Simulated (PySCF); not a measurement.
## Excitation energy of Hg²⁺ by level of theory

Hg²⁺ [Xe] 4f14 5d10 (1S) → Hg²⁺ [Xe] 4f14 5d9 6s1 (3D), as a difference of total energies. Calculation: PySCF 2.14, in x2c-TZVPPall with one added diffuse shell each of s, p, d, f type (12s8p8d4f1g, 113 functions); scalar relativity by spin-free X2C-1e. Correlated levels: valence and next inner shell: [Kr] 4d10 4f14 frozen. The calculations carry no spin-orbit coupling.

```
                                method  excitation energy (eV)
                                   UHF                   6.075
    MP2 (valence and next inner shell)                   6.264
SCS-MP2 (valence and next inner shell)                   6.336
   CCSD (valence and next inner shell)                   6.206
CCSD(T) (valence and next inner shell)                   6.206
```

Question: How much does correlation contribute at CCSD(T) (valence and next inner shell)?

Answer: 6.206 − (6.075) = 0.131 eV, measured against UHF.

A first-order spin-orbit estimate (lowest level to lowest level, LS coupling) adds -0.801 eV.
